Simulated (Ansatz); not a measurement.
Consider the formal hydrolysis of the Sn–F bond: `[F][SnH2][F]` + H₂O → `[OH][SnH2][F]` + H–F.

Gas-phase electronic energies from Ansatz, PBE0-D4/def2-TZVP geometries. CCSD(T)/CBS is the MP2 limit (def2-TZVPP, def2-QZVPP) plus CCSD(T) − MP2 in def2-TZVPP, frozen cores. This one scheme is used for every species. DFT in def2-TZVPP. B3LYP here is the variant with VWN-RPA as its local correlation; programs differ in this. HSE06 is defined as in plane-wave codes. def2 core potentials past Kr. For Sn outer-core shells are correlated without core-valence functions, which leaves a few kJ/mol of doubt a bond. Each species was taken in one conformer, which may not be the lowest.

| level | ΔE (kcal/mol) | difference from CCSD(T)/CBS |
| --- | --- | --- |
| LDA (SPW92) | 7.1 | -0.2 |
| PBE-D4 | 8.1 | 0.8 |
| BLYP-D4 | 8.8 | 1.5 |
| r2SCAN-D4 | 8.7 | 1.4 |
| B97M-V | 9.6 | 2.3 |
| PBE0-D4 | 7.9 | 0.6 |
| r2SCANh-D4 | 8.5 | 1.2 |
| r2SCAN0-D4 | 8.3 | 1.0 |
| HSE06-D4 | 7.8 | 0.5 |
| BHLYP-D4 | 8.6 | 1.3 |
| CAM-B3LYP-D4 | 8.8 | 1.5 |
| ωB97X-V | 8.6 | 1.3 |
| ωB97M-V | 8.4 | 1.1 |
| B2PLYP | 8.1 | 0.8 |
| PBE-QIDH | 7.2 | -0.1 |
| PBE | 8.5 | 1.2 |
| revPBE | 8.8 | 1.5 |
| BLYP | 9.5 | 2.2 |
| B3LYP | 9.1 | 1.8 |
| r2SCAN0 | 8.4 | 1.1 |
| HSE06 | 8.1 | 0.8 |
| BHLYP | 9.1 | 1.8 |
| CAM-B3LYP | 9.1 | 1.8 |
| LC-ωPBE | 8.9 | 1.6 |
| RPA@PBE/def2-TZVPP | 6.9 | -0.4 |
| HF/def2-SVP | 10.3 | 3.0 |
| MP2/def2-SVP | 8.4 | 1.1 |
| CCSD/def2-SVP | 8.9 | 1.6 |
| CCSD(T)/def2-SVP | 8.7 | 1.4 |
| HF/def2-TZVPP | 9.5 | 2.2 |
| MP2/def2-TZVPP | 6.1 | -1.2 |
| SCS-MP2/def2-TZVPP | 6.8 | -0.5 |
| CCSD/def2-TZVPP | 7.1 | -0.2 |
| CCSD(T)/def2-TZVPP | 6.7 | -0.6 |
| HF/def2-QZVPP | 10.1 | 2.8 |
| MP2/def2-QZVPP | 6.6 | -0.7 |
| SCS-MP2/def2-QZVPP | 7.4 | 0.1 |
| HF/CBS(def2) | 10.1 | 2.8 |
| MP2/CBS(def2) | 6.6 | -0.7 |
| CCSD/CBS(def2) | 7.7 | 0.4 |
| CCSD(T)/CBS | 7.3 | 0 |

Largest T1 diagnostic among the species: 0.014.

Leaving LDA and LC-ωPBE aside and taking each functional with its dispersion term where it has one, the values spread over 2.3 kcal/mol, from PBE-QIDH to B97M-V. LDA lies −1.4 kcal/mol from PBE without D4. At CCSD(T), def2-SVP lies +1.4 kcal/mol from the extrapolated value and def2-TZVPP −0.6 kcal/mol. In def2-TZVPP, CCSD(T) changes the Hartree–Fock value by −2.7 kcal/mol (the triples alone add −0.3 kcal/mol) and MP2 by −3.4 kcal/mol.
